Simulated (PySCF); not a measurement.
## C₆ coefficients of unlike pairs at UHF

Calculated with PySCF 2.14 from the dipole response of each species, C₆(A,B) = (3/π) ∫ α_A(iu) α_B(iu) du, in atomic units, from isotropic polarisabilities. For ions this is the dispersion term alone; charge-induced terms of lower order in 1/R come first.

| species | configuration | basis | relativity | α (bohr³) | C₆ (like pair) |
| --- | --- | --- | --- | --- | --- |
| F | [He] 2s2 2p5 (2P) | aug-cc-pVQZ with one added diffuse shell each of s, p, d, f, g type (7s6p5d4f3g) | none | 3.300 | 8.557 |
| Zn | [Ar] 3d10 4s2 (1S) | aug-cc-pVTZ-PP with ECP10MDF (6s6p5d3f2g) | core potential | 50.77 | 399.0 |
| Cl(2+) | [Ne] 3s2 3p3 (4S) | dyall-av3z (19s12p3d2f) | spin-free X2C | 5.903 | 21.04 |
| S(3+) | [Ne] 3s2 3p1 (2P) | aug-cc-pCVTZ-DK (8s7p5d3f) | spin-free X2C | 5.526 | 14.94 |

Estimate C₆ for S(3+) with F.

The integral gives 10.97. The combination rule 2 C_A C_B / (C_A α_B/α_A + C_B α_A/α_B) gives 11.00 and the geometric mean 11.31.

No spin-orbit coupling is included.

The other pairs:

```csv
pair,C₆
"Cl(2+), Zn",76.96
"S(3+), Zn",68.06
"Zn, F",45.68
"S(3+), Cl(2+)",17.64
"Cl(2+), F",13.25
```
